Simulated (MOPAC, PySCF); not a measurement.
CH$_{12}$Ge$_{5}$N$_{2}$, SMILES `[GeH2]([GeH2][GeH2][GeH2][GeH2][NH2])[C]#N`, neutral singlet in the gas phase. 

Cartesian coordinates (Å):
```xyz
20

N     -4.3056     2.1918     1.3931
C     -4.2877     1.3032     0.6477
Ge    -4.1873    -0.2007    -0.5581
Ge    -2.1584    -1.4406    -0.0802
Ge    -1.9966    -3.3738    -1.5368
Ge     0.0602    -4.6019    -1.1555
Ge     0.1789    -6.5713    -2.5632
N      1.7136    -7.4851    -2.1122
H     -4.2046     0.3921    -1.9746
H     -5.4617    -1.0219    -0.3140
H     -0.9600    -0.4974    -0.2907
H     -2.1986    -1.8770     1.3956
H     -3.2194    -4.2793    -1.2821
H     -2.0687    -2.8903    -3.0002
H      1.2500    -3.6604    -1.4242
H      0.1023    -5.0080     0.3329
H     -1.1363    -7.3810    -2.4051
H      0.3236    -6.1685    -4.0427
H      1.7393    -7.7987    -1.1451
H      1.9097    -8.2851    -2.7096
```
Charge 0, spin multiplicity 1.

All levels are single points at this geometry (PBE0-D3(BJ)/def2-SVP); Pople sets use spherical d functions. Orbital energies aren't observables, and empty levels follow the basis.

```
level                            HOMO (eV)  LUMO (eV)  gap (eV)  dipole (D)  vertical IE, Delta-SCF (eV)
-------------------------------  ---------  ---------  --------  ----------  ---------------------------
PBE0-D4/def2-TZVP in PySCF           -7.42      -1.16      6.27        5.93                         8.88
TPSSh-D3(BJ)/def2-TZVP in PySCF      -6.75      -1.50      5.25        5.91                         8.62
B3LYP/3-21G in PySCF                 -6.53      -0.93      5.60        5.76                            –
B3LYP/6-31G* in PySCF                -6.89      -1.16      5.73        5.89                         8.57
HF/6-31G* in PySCF                   -9.62       2.13     11.75        6.03                         8.64
PM3 in MOPAC                         -9.55      -3.46      6.08        5.66                            –
```
